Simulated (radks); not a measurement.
Values are calculated unless marked as measured or tabulated.
Task: All-electron atom: Ho4+ in [Xe] 4f9. Code: a radial shooting solver on a logarithmic mesh with Libxc functionals. Model: Dirac Kohn-Sham, PBE, spin-unpolarised, spherical densities, finite nucleus; open shells fill j = l - 1/2 first; Fermi nuclear charge, rms radius 5.2022 fm. Some entries of the table are withheld. Estimate them.

| orbital | occ. | eigenvalue (hartree) | <r^2> (bohr^2) | r(max) (bohr) |
|---|---|---|---|---|
| 1s1/2 | 2 | -2038.737 | 0.0005883 | 0.01311 |
| 2s1/2 | 2 | -342.5055 | 0.009112 | 0.07480 |
| 2p1/2 | 2 | (1) | 0.006582 | 0.05625 |
| 2p3/2 | 4 | (2) | 0.007805 | 0.06237 |
| 3s1/2 | 2 | -78.10356 | 0.06030 | 0.2115 |
| 3p1/2 | 2 | -70.92291 | 0.05589 | (3) |
| 3p3/2 | 4 | -64.34797 | 0.06279 | (4) |
| 3d3/2 | 4 | -52.02491 | 0.04963 | 0.1675 |
| 3d5/2 | 6 | -50.58893 | 0.05154 | 0.1711 |
| 4s1/2 | 2 | -17.04883 | 0.3027 | 0.4838 |
| 4p1/2 | 2 | -14.19304 | 0.3162 | (5) |
| 4p3/2 | 4 | -12.70773 | 0.3536 | (6) |
| 4d3/2 | 4 | -7.99889 | 0.3981 | 0.5168 |
| 4d5/2 | 6 | -7.72736 | 0.4126 | 0.5255 |
| 5s1/2 | 2 | -3.56654 | 1.683 | 1.112 |
| 5p1/2 | 2 | -2.74229 | 2.044 | 1.200 |
| 5p3/2 | 4 | -2.52056 | 2.300 | 1.273 |
| 4f5/2 | 6 | -2.05961 | 0.6931 | 0.5121 |
| 4f7/2 | 3 | -2.01859 | 0.7115 | 0.5169 |

Result: 
(1) 2p1/2 eigenvalue (hartree): -326.1083
(2) 2p3/2 eigenvalue (hartree): -294.6216
(3) 3p1/2 r(max) (bohr): 0.1990
(4) 3p3/2 r(max) (bohr): 0.2118
(5) 4p1/2 r(max) (bohr): 0.4864
(6) 4p3/2 r(max) (bohr): 0.5135
